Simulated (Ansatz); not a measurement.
Reaction (isomerisation): `CO[SiH](N)Cl` → `N[SiH](O)CCl`

Computed with Ansatz on PBE0-D4/def2-TZVP structures; ΔE is electronic, products minus reactants. CCSD(T)/CBS adds triple-zeta CCSD(T) − MP2 to the extrapolated MP2 energy (def2 sets, frozen cores). Functionals use def2-TZVPP. Each species was taken in one conformer, which may not be the lowest.

```csv
species,r2SCAN-D4 energy (Eh)
`CO[SiH](N)Cl`,-921.46469
`N[SiH](O)CCl`,-921.43321
```

(1) Work out ΔE.

Largest T1 diagnostic among the species: 0.010.

## Answers

(1) ΔE = (-921.43321) − (-921.46469) = 0.03148 Eh = +0.86 eV. CCSD(T)/CBS gives +0.81 eV.

In def2-TZVPP, CCSD(T) changes the Hartree–Fock value by −0.20 eV (the triples alone add −0.03 eV) and MP2 by −0.19 eV. From PBE to PBE0 (25 % exact exchange), in def2-TZVPP and without D4, ΔE moves by +0.04 eV.
